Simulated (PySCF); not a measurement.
Isomers of C7H10OSi, from PySCF, PBE0-D3(BJ)/def2-SVP geometry optimisation, gas phase. One conformer each, no zero-point energy, no frequencies.

Question: Which isomer lies lower at this level?
A. `[cH:1]1[cH:2][o:3][c:4]([C@@H:5]2[CH2:6][CH2:7][SiH2:8]2)[cH:9]1` with O3–C4–C5–C6 52°, C4–C5–C6–C7 -150°, C5–C6–C7–Si8 23°, C6–C7–Si8–C5 -19°, C4–C5–Si8–C7 140°: A = 3627, B = 803.7, C = 797.9 MHz, dipole 0.63 D
B. `[CH:1]#[C:2][C@@H:3]1[CH2:4][Si@@H:5]1/[CH:6]=[CH:7]/[O:8][CH3:9]` with C4–Si5–C6–C7 149°, C6–C7–O8–C9 -1°: A = 2248, B = 717.3, C = 579.0 MHz, dipole 1.81 D

Answer: A. That is `c1coc([C@@H]2CC[SiH2]2)c1`, 65.5 kcal/mol below the other.

| SMILES | mapped SMILES | E (Eh) | relative (kcal/mol) | relative (kJ/mol) | dipole (D) |
| --- | --- | --- | --- | --- | --- |
| c1coc([C@@H]2CC[SiH2]2)c1 | [cH:1]1[cH:2][o:3][c:4]([C@@H:5]2[CH2:6][CH2:7][SiH2:8]2)[cH:9]1 | -636.58968 | 0.0 | 0.0 | 0.63 |
| C#C[C@@H]1C[Si@@H]1/C=C/OC | [CH:1]#[C:2][C@@H:3]1[CH2:4][Si@@H:5]1/[CH:6]=[CH:7]/[O:8][CH3:9] | -636.48527 | 65.5 | 274.1 | 1.81 |

As drawn, the lower has an aromatic ring and a four-membered ring, which the higher lacks; the higher has a three-membered ring, a C≡C bond and a C=C bond outside aromatic rings, which the lower lacks.
